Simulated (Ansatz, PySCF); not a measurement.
C₃H₇BFN, SMILES FB1CCCN1. Atoms are numbered in the order given.

```xyz
13

F      1.6463     1.0662     0.9682
B      0.6335     0.4381     0.3623
C     -0.6179     1.0820    -0.3560
C     -1.5270    -0.1476    -0.5141
C     -0.5943    -1.3688    -0.5478
N      0.5554    -0.9538     0.2352
H     -1.0961     1.9157     0.1789
H     -0.2969     1.4808    -1.3364
H     -2.1857    -0.1131    -1.3953
H     -2.1792    -0.2277     0.3709
H     -0.3025    -1.6166    -1.5873
H     -1.0781    -2.2677    -0.1300
H      1.2564    -1.6327     0.5002
```
Charge 0, spin multiplicity 1.

The structure is a stationary point at PBE0-D3(BJ)/def2-SVP. This is a generated structure with no PubChem entry under its InChIKey; it may be hypothetical. The values are those of a single conformer.

Two levels are set side by side: PBE-D3(BJ)/def2-SVP (Ansatz, a program for electronic structure) and PBE0-D3(BJ)/def2-SVP (Ansatz). Each level has its own optimised geometry; the coordinates shown are those of the second. Frequencies come from the Hessian of PySCF at each geometry. Differences are taken from unrounded values.

```tsv
quantity	PBE0-D3(BJ)	PBE-D3(BJ)	PBE-D3(BJ) minus PBE0-D3(BJ)
mean bond length (Å)	1.267	1.276	0.009
bond F1–B2 (Å)	1.337	1.349	0.012
bond B2–C3 (Å)	1.580	1.588	0.008
bond B2–N6 (Å)	1.400	1.410	0.010
bond C3–C4 (Å)	1.537	1.547	0.010
bond C4–C5 (Å)	1.537	1.547	0.010
bond C5–N6 (Å)	1.452	1.462	0.010
bond C3–H7 (Å)	1.100	1.108	0.008
bond C3–H8 (Å)	1.106	1.114	0.008
bond C4–H9 (Å)	1.101	1.109	0.008
bond C4–H10 (Å)	1.102	1.110	0.008
bond C5–H11 (Å)	1.108	1.117	0.009
bond C5–H12 (Å)	1.103	1.112	0.009
bond N6–H13 (Å)	1.011	1.020	0.009
highest harmonic wavenumber (cm⁻¹)	3681	3556	-125
mean harmonic wavenumber (cm⁻¹)	1447	1399	-48
zero-point energy (kcal/mol)	68.27	66.00	-2.27
```

GGA bonds tend to be longer and softer than those of functionals with exact exchange. Differences between two approximate levels are no errors against the true value.
